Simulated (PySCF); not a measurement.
Gas-phase reaction: ZnH2 + 2 HBr → ZnBr2 + 4 H, at 2500 K and a standard pressure of 1 bar. Level: PBE0/def2-TZVP.

Energies from PySCF, thermal terms from the rigid-rotor harmonic-oscillator model, ideal gas at 1 bar. Open shells (unrestricted): H (multiplicity 2); the rest are closed-shell singlets. Br, Zn: all electrons, no relativistic terms. ZnH2: computed as isolated molecules; such fragments, hydroxides, amides, oligomers or adducts are transient or little studied in the gas. The harmonic model lacks anharmonicity and excited electronic states, which grow with temperature; levels with a mode under 35 cm⁻¹ are left out. Soft modes under 120 cm⁻¹ make the harmonic entropy rough for ZnBr2.

```tsv
species	E (Ha)	H(2500 K) − E (kJ/mol)	S°(2500 K) (J/mol/K)
ZnH2	-1780.30802	160.4	308.7
HBr	-2574.45811	97.5	266.0
ZnBr2	-6926.98529	156.0	431.2
H	-0.50106	52.0	158.9
```
E: electronic energy; H − E holds the zero-point and thermal terms. 1 Ha = 2625.5 kJ/mol.

### Question
Work out ΔH°, ΔS°, ΔG° and log10 K from these numbers.

### Answer
1. ΔE = 1×(-6926.98529) + 4×(-0.50106) − 1×(-1780.30802) − 2×(-2574.45811) = 0.23471 Ha = 616.2 kJ.
2. Δ(H − E) = 1×(156.0) + 4×(52.0) − 1×(160.4) − 2×(97.5) = 8.6 kJ, so ΔH° = 624.8 kJ.
3. ΔS° = 1×(431.2) + 4×(158.9) − 1×(308.7) − 2×(266.0) = 226.1 J/K; the number of gas molecules changes by +2.
4. ΔG° = ΔH° − TΔS° = 624.8 − 2500×(226.1)/1000 = 59.5 kJ.
5. log10 K = −ΔG°/(RT ln 10) = -1.24, with RT ln 10 = 47.86 kJ/mol; at standard pressures the reactants are favoured.
6. A shift of 10 kJ in ΔE would move log10 K by 0.21 here.
7. With ΔH° and ΔS° held fixed, ΔG° changes sign near ΔH°/ΔS° = 2760 K.
8. Lowering the total pressure from 1 bar to 0.01 bar multiplies the mole-fraction quotient K_x = K (p/p°)^(−Δn) by 10^4, which pushes the balance towards the products.
For scale, ΔH°(298 K) is 571 kJ at this level, 605 kJ at ωB97M-V/def2-TZVP†, and runs from 323 to 668 kJ over the 19 levels computed († marks an energy on the PBE0/def2-TZVP geometry).
